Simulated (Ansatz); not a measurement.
C3H6FNSi can be A, `C[Si](C)(F)C#N`, or B, `FC1=NCC[SiH2]1`.

Calculated with Ansatz (gas phase, PBE0-D4/def2-TZVP geometries, no zero-point term in ΔE). CCSD(T)/CBS is the MP2 limit (def2-TZVPP, def2-QZVPP) plus CCSD(T) − MP2 in def2-TZVPP, frozen cores. DFT in def2-TZVPP. B3LYP here is the variant with VWN-RPA as its local correlation; programs differ in this.

Q: Which isomer does CCSD(T)/CBS put lower? Give the gap. (Best estimate.)

A: Ansatz gave: A, by 77.7 kcal/mol.

Q: Give E(B) − E(A) in kcal/mol with CCSD(T)/def2-SVP, CCSD(T)/def2-TZVPP, LDA (SPW92), MP2/def2-TZVPP, B3LYP, BLYP-D4, PBE0-D4. (An estimate is asked.)

A: Computed: CCSD(T)/def2-SVP 69.7, CCSD(T)/def2-TZVPP 77.7, LDA (SPW92) 54.5, MP2/def2-TZVPP 81.6, B3LYP 75.1, BLYP-D4 73.4, PBE0-D4 66.6. None reverses the order clearly.

Q: Does the order hold for the free energy at 298.15 K (harmonic terms from PBE0-D4)? (Estimate.)

A: Ansatz gave: Yes: G(B) − G(A) = +79.7 kcal/mol.

Largest T1 diagnostic: 0.013.

The D4 term adds −1.1 kcal/mol with B3LYP and −0.5 kcal/mol with PBE0; it sums over pairs of atoms, weighted by their polarisabilities, and B3LYP, whose exchange is more repulsive, gets the larger term. Leaving LDA and LC-ωPBE aside and taking each functional with its dispersion term where it has one, the values, not all of them listed here, spread over 13.4 kcal/mol, from PBE-D4 to B2PLYP. LDA lies −11.2 kcal/mol from PBE without D4.
